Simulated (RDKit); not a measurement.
Job for RDKit: UFF on H2O (SMILES O).

```python
from rdkit import Chem
from rdkit.Chem import AllChem, rdDetermineBonds

blocks = [
'''3

O     0.26953582   -0.36821285    3.41192598
H     0.10934070   -0.09215808    2.49523594
H    -0.12613021    0.31725823    3.95809534
''',
]
mol = None
for b in blocks:
    f = Chem.MolFromXYZBlock(b)
    rdDetermineBonds.DetermineBonds(f, charge=0)
    mol = f if mol is None else Chem.CombineMols(mol, f)
Chem.SanitizeMol(mol)
print(Chem.MolToSmiles(Chem.RemoveHs(mol)))
ff = AllChem.UFFGetMoleculeForceField(mol, vdwThresh=100.0, ignoreInterfragInteractions=False)
e = ff.CalcEnergy()
print(f'UFF energy {e:.6f} kcal/mol')
```

Program output:

```
O
UFF energy 0.688743 kcal/mol
```

The run finished.

Cost: about 0.010 core-seconds (a rough figure).
